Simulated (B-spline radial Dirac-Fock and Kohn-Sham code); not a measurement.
**X-ray lines that fill the 3d3/2 vacancy in Hg⁺**

System: Hg⁺ in the configuration [Xe] 4f14 5d10 6s1.

Input file task.json (cfg lists n, l and occupation; rrms is the nuclear radius in fm):

```json
{"items": [{
  "Z": 80,
  "q": 1,
  "cfg": [[1, 0, 2], [2, 0, 2], [2, 1, 6], [3, 0, 2], [3, 1, 6], [3, 2, 10], [4, 0, 2], [4, 1, 6], [4, 2, 10], [4, 3, 14], [5, 0, 2], [5, 1, 6], [5, 2, 10], [6, 0, 1]],
  "A": 202,
  "rrms": 5.4648,
  "do": ["binding", "quiet", "decay"],
  "holes": ["K", "L1", "L2", "L3", "M1", "M2", "M3", "M4", "M5", "N1", "N2", "N3", "N4", "N5", "N6", "N7"]
}]}
```

Command: `python xray_run.py task.json out`

These are calculated numbers from an atomic code on a B-spline grid; the model is a relativistic independent-particle model: LDA orbitals of the hole state, radiative multipoles to third order, Auger rates from the Coulomb interaction with a continuum orbital, Dirac-Fock energies.

```
 line  multipole  energy (eV)  rate (s⁻¹)  share (%)
M4-N2         E1       1700.4    4.22e+12       4.06
M4-N3         E1       1805.1    4.55e+11      0.438
M4-N6         E1       2284.9    9.84e+13       94.7
M4-O2         E1       2302.4    7.65e+11      0.736
M4-O3         E1       2320.4    8.03e+10     0.0773
```

The listed lines hold 100.0 % of the radiative rate. The radiative width is 0.0684 eV in the length form and 0.0690 eV in the velocity form; the two differ because the transition energies are not eigenvalue differences of the potential that gave the orbitals.
